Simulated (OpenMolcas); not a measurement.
## Zr3+: moving or changing the point charges

Zr3+ among 6 point charges of -1 e arranged as a tetragonal octahedron (D4h), 1.99 Å from the ion, with the axial distance 2.090 Å.
```
   1.9900    0.0000    0.0000  -1.00
   0.0000    1.9900    0.0000  -1.00
  -1.9900    0.0000    0.0000  -1.00
   0.0000   -1.9900    0.0000  -1.00
   0.0000    0.0000    2.0895  -1.00
   0.0000    0.0000   -2.0895  -1.00
```

```
Program             : OpenMolcas
Method              : CASSCF
Basis               : ANO-RCC-VDZP [6s5p3d1f]
Scalar Hamiltonian  : DKH2, point nucleus
Active space        : 1 electron in 5 orbitals (4d)
State averaging     : 2S+1 = 2 even, 5 roots
Spin-orbit coupling : RASSI with atomic mean-field integrals over the reference wave functions
```

Runs around this geometry, states (labels of D4, the rotations of D4h). Energies in cm-1 above the lowest state or level, χT in cm3 K/mol.

| R (Å) | q (e) | Axial / equatorial distance | Ground state | First state of that spin | First gap with spin-orbit (degeneracies) | χT at 300 K |
| --- | --- | --- | --- | --- | --- | --- |
| 1.99 | -0.8 | 1.05 | 2E | 2B2 793.4 | 328.6 (2, 2) | 0.218 |
| 1.99 | -1 | 1.05 | 2E | 2B2 999.6 | 347.9 (2, 2) | 0.227 |
| 2.15 | -1 | 1.05 | 2E | 2B2 881.1 | 348.7 (2, 2) | 0.215 |
| 1.99 | -1 | 1.13 | 2E | 2B2 2370 | 435.0 (2, 2) | 0.219 |

Taking the first state of the same spin as R^-n, n = -ln(881.1 / 999.6) / ln(2.15 / 1.99) = 1.6 between the shortest and longest distance.

Scaling the charges by -0.8 / -1 = 0.80 scales the first state of the same spin by 793.4 / 999.6 = 0.79; with fixed orbitals a first-order splitting would follow the charge.

An orbital doublet at a regular site is open to a Jahn-Teller distortion, which this geometry leaves out. Point charges carry no covalency, so the field is a model and not that of real ligands. No measured value stands beside these numbers.
